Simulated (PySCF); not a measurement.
## Spinor energies of La⁵²⁺ (lanthanum, charge +52)

Start: [He] 2s2 2p1; 2p3/2 filled at m_j = +3/2. Calculated with PySCF 2.14 in an uncontracted even-tempered set (17 s from 32 bohr⁻², ratio 2.4; 12 p from 42 bohr⁻², ratio 2.4; 5 d from 130 bohr⁻², ratio 2.6; 4 f from 200 bohr⁻², ratio 2.6): generalised Hartree-Fock with the X2C-1e Hamiltonian and a Gaussian nucleus; one run each with spin-orbit coupling (SO) screened by Boettger's factors, then bare. This is a chosen level, not necessarily the ground level.

```json
{"spinor shell": "1s1/2", "electrons": "2", "ε, screened SO (eV)": "-44218.8", "ε, bare SO (eV)": "-44219.0", "weight of nominal j (bare SO)": "1.000", "rms radius, bare SO (bohr)": "0.0285"}
{"spinor shell": "2s1/2", "electrons": "2", "ε, screened SO (eV)": "-10569.5", "ε, bare SO (eV)": "-10569.6", "weight of nominal j (bare SO)": "1.000", "rms radius, bare SO (bohr)": "0.111"}
{"spinor shell": "2p3/2", "electrons": "1", "ε, screened SO (eV)": "-9975.2", "ε, bare SO (eV)": "-9970.3", "weight of nominal j (bare SO)": "1.000", "rms radius, bare SO (bohr)": "0.0987"}
```

```
   quantity  screened SO      bare SO
E (hartree)  -4532.83250  -4532.65270
        M_J          3/2          3/2
       ⟨J²⟩        3.750        3.750
       ⟨L²⟩        2.000        2.000
       ⟨S²⟩        0.750        0.750
```

Each row is a mean over spinors that exchange with the open shell spreads, by up to 47.927 eV (2s1/2).

Breit and QED terms are absent; they matter most for the inner s and p1/2 levels.

Densities and radii are taken from the X2C orbitals without a picture-change correction, which distorts them close to the nucleus.
